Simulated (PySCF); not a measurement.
**`O=CCO[SiH2][SiH2]Br`, C2H7BrO2Si2**

Molfile (atoms numbered from 1):
```
C2H7BrO2Si2
     RDKit          3D

 14 13  0  0  0  0  0  0  0  0999 V2000
    0.8886   -1.2113   -0.3328 O   0  0  0  0  0  0  0  0  0  0  0  0
    1.7869   -0.8085    0.3519 C   0  0  0  0  0  0  0  0  0  0  0  0
    1.7389    0.4982    1.0806 C   0  0  0  0  0  0  0  0  0  0  0  0
    0.5540    1.1711    0.9309 O   0  0  0  0  0  0  0  0  0  0  0  0
   -0.6253    1.0174   -0.1958 Si  0  0  0  0  0  4  0  0  0  0  0  0
   -2.0261   -0.7649    0.1662 Si  0  0  0  0  0  4  0  0  0  0  0  0
   -4.1298   -0.0640   -0.1155 Br  0  0  0  0  0  0  0  0  0  0  0  0
    2.7218   -1.3768    0.4884 H   0  0  0  0  0  0  0  0  0  0  0  0
    2.5753    1.1136    0.7107 H   0  0  0  0  0  0  0  0  0  0  0  0
    1.9238    0.3100    2.1484 H   0  0  0  0  0  0  0  0  0  0  0  0
   -0.0982    1.0349   -1.5648 H   0  0  0  0  0  0  0  0  0  0  0  0
   -1.2497    2.3077    0.1014 H   0  0  0  0  0  0  0  0  0  0  0  0
   -2.0811   -1.3285    1.5204 H   0  0  0  0  0  0  0  0  0  0  0  0
   -1.9799   -1.8995   -0.7521 H   0  0  0  0  0  0  0  0  0  0  0  0
  1  2  2  0
  2  3  1  0
  3  4  1  0
  4  5  1  0
  5  6  1  0
  6  7  1  0
  2  8  1  0
  3  9  1  0
  3 10  1  0
  5 11  1  0
  5 12  1  0
  6 13  1  0
  6 14  1  0
M  END
```

Computed, not measured: GIAO B3LYP/pcSseg-1 magnetisability, rotational g tensor and spin-rotation constants, non-relativistic, gas phase in PySCF. Geometry: GFN2-xTB.

The calculation is non-relativistic, which matters for the atoms heavier than Zn.

Q: Give the nuclear spin-rotation constants along the inertial axes (H = +C I·J) beside the isotropic shieldings.

A: Rotational constants 3.4180, 0.4707, 0.4350 GHz. A star marks the isotopologue with that one atom substituted, in its own axes.
| atom | isotope | Caa (kHz) | Cbb (kHz) | Ccc (kHz) | mean (kHz) | σ (ppm) |
| --- | --- | --- | --- | --- | --- | --- |
| Br7 | 79Br | 1.168 | 0.196 | 0.198 | 0.521 | 2857.6 |
| H8 | 1H | 0.213 | -0.016 | -0.040 | 0.052 | 22.0 |
| H9 | 1H | -0.083 | -0.025 | -0.033 | -0.047 | 27.0 |
| H10 | 1H | -0.372 | -0.047 | 0.024 | -0.132 | 27.0 |
| H11 | 1H | -0.258 | -0.043 | 0.021 | -0.094 | 26.5 |
| H12 | 1H | -0.255 | 0.022 | -0.040 | -0.091 | 26.7 |
| H13 | 1H | -0.309 | -0.038 | 0.020 | -0.109 | 26.7 |
| H14 | 1H | -0.297 | 0.011 | -0.024 | -0.103 | 26.4 |
| O1 | 17O* | -2.961 | -0.301 | -0.085 | -1.115 | -297.7 |
| C2 | 13C* | 1.841 | 0.233 | 0.127 | 0.733 | -31.2 |
| C3 | 13C* | 0.845 | 0.101 | 0.106 | 0.350 | 105.5 |
| O4 | 17O* | -0.313 | -0.011 | -0.016 | -0.113 | 334.9 |
| Si5 | 29Si* | -1.937 | -0.301 | -0.279 | -0.839 | 364.0 |
| Si6 | 29Si* | -1.875 | -0.289 | -0.270 | -0.811 | 382.6 |

For the geometry as given, no vibrational averaging.

Q: How do the rotational constants and the g tensor change when H8, H9, H10, H11, H12, H13, H14 are replaced by deuterium?

A: Constants 2.9437, 0.4442, 0.4107 GHz; g -0.0600, -0.0066, -0.0061, against -0.0695, -0.0069, -0.0063 before.
